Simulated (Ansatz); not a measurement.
```yaml
atoms:
  - { symbol: O, position_ang: [1.1739, 0.0000, 0.0000] }
  - { symbol: C, position_ang: [0.3628, 1.1164, 0.0000] }
  - { symbol: C, position_ang: [-0.9497, 0.6900, 0.0000] }
  - { symbol: C, position_ang: [-0.9497, -0.6900, 0.0000] }
  - { symbol: C, position_ang: [0.3628, -1.1164, 0.0000] }
  - { symbol: H, position_ang: [0.6996, 2.1531, 0.0000] }
  - { symbol: H, position_ang: [-1.8315, 1.3307, 0.0000] }
  - { symbol: H, position_ang: [-1.8315, -1.3307, 0.0000] }
  - { symbol: H, position_ang: [0.6996, -2.1531, 0.0000] }
```

Basis set: 6-31G* (spherical functions). Left uncorrelated: 5 orbitals. Charge 0, multiplicity 1.

Computed with Ansatz (development build ahead of 0.2.0); each method stands on the lowest determinant of its kind that the runs found. Restricted open shells among the atoms or ions are ROHF, correlated in semicanonical orbitals with singles.

(1) Give the atomization energy at this shape (free ground-state atoms in the same class of orbitals less the molecule, no zero-point energy) of singlet C₄H₄O by RHF-MP2, RHF.

## Answers

(1)

```csv
method,atomization energy
RHF-MP2,938.58 kcal/mol
RHF,708.12 kcal/mol
```

Caution: the shape is not the minimum.
